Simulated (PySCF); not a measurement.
SMILES c1cc(OC)cc(c1)C#N (C8H7NO) at its GFN2-xTB optimised geometry (Å):

```
17

C     -1.5863    -2.5018    -0.0034
O     -2.2117    -1.2400    -0.0005
C     -1.4358    -0.1271     0.0000
C     -2.1205     1.0930     0.0004
C     -1.4311     2.2880     0.0004
C     -0.0466     2.3012     0.0000
C      0.6379     1.0893     0.0000
C      2.0522     1.0770    -0.0001
N      3.1986     1.0620     0.0000
C     -0.0475    -0.1271     0.0000
H     -0.9711    -2.6475     0.8901
H     -2.3954    -3.2301    -0.0053
H     -0.9709    -2.6431    -0.8975
H     -3.1986     1.0696     0.0007
H     -1.9765     3.2195     0.0005
H      0.5024     3.2301    -0.0003
H      0.5217    -1.0437     0.0000
```

Computed with CAM-B3LYP/def2-SVP (PySCF).

Map of the HOMO−1 amplitude (bohr^(-3/2)) on the plane z = 1.0 Å; orbital energy -9.00 eV, overall sign arbitrary:

```
|444444444444444444444444444|
|444444444444444444444444444|
|444444444444444444444444444|
|444444444444444444444444444|
|444444444334444444444444444|
|444444433333344444444444444|
|444444332222334444444444444|
|444444331001234444444444444|
|444443321001244544433334444|
|444443310012356654322233444|
|444443210123567764221123444|
|444443311234678864221123444|
|444443332346798764332233444|
|444444333457899754433334444|
|444444434457898654444444444|
|444444433456676554444444444|
|444444433445555544444444444|
|444444433444555444444444444|
|444444444444444444444444444|
|444444444444444444444444444|
|444444444444444444444444444|
|444444444444444444444444444|
|444444444444444444444444444|
|444444444444444444444444444|
|444444444444444444444444444|
|444444444444444444444444444|
|444444444444444444444444444|
```
Scale: ten equal steps from -0.076 (start of '0') to 0.092 (end of '9'), in the order '0123456789'; x runs from -5.50 to 5.50, y from -5.50 (bottom) to 5.50 (top).
